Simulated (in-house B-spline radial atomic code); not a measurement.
Results of a calculation; reference values are marked as such.
## Work functions and surface energies across electron densities: Sb, Pb, Mg, Ag, Li, Ba, K

The positive ions are smeared into a uniform slab; the electrons are solved self-consistently in the LDA (PW92) on a fine grid across the film. Stabilised jellium adds, inside the slab, the constant potential −n de/dn that makes the bulk stable at the metal's density. No lattice, so no dependence on crystal face. Atomic units unless named.

Thick-film averages; measured work functions from the table in Wikipedia's article on work functions.

```tsv
metal	r_s (bohr)	Φ jellium (eV)	Φ stabilised (eV)	Φ measured (eV)	σ jellium (J/m²)	σ stabilised (J/m²)
Sb	2.14	3.75	4.21	4.55 to 4.70	-0.409	0.865
Pb	2.31	3.68	4.08	4.25	-0.091	0.736
Mg	2.65	3.53	3.81	3.66	0.167	0.531
Ag	3.02	3.35	3.53	4.26 to 4.74	0.225	0.378
Li	3.26	3.23	3.37	2.9	0.220	0.306
Ba	3.7	3.03	3.09	2.52 to 2.70	0.188	0.214
K	4.9	2.57	2.51	2.29	0.103	0.092
```

Where do the two models part, and which lies nearer to measurement?

They differ by +0.46 eV for Sb and -0.06 eV for K; the stabilising potential vanishes near r_s = 4.2, where jellium is in equilibrium. Against the middle of the measured ranges the mean absolute misses are 0.54 eV (jellium) and 0.41 eV (stabilised). The largest miss of the stabilised model is -0.97 eV, for Ag, a noble metal whose d shell the model lacks. Plain jellium has a negative surface energy for Sb, Pb.
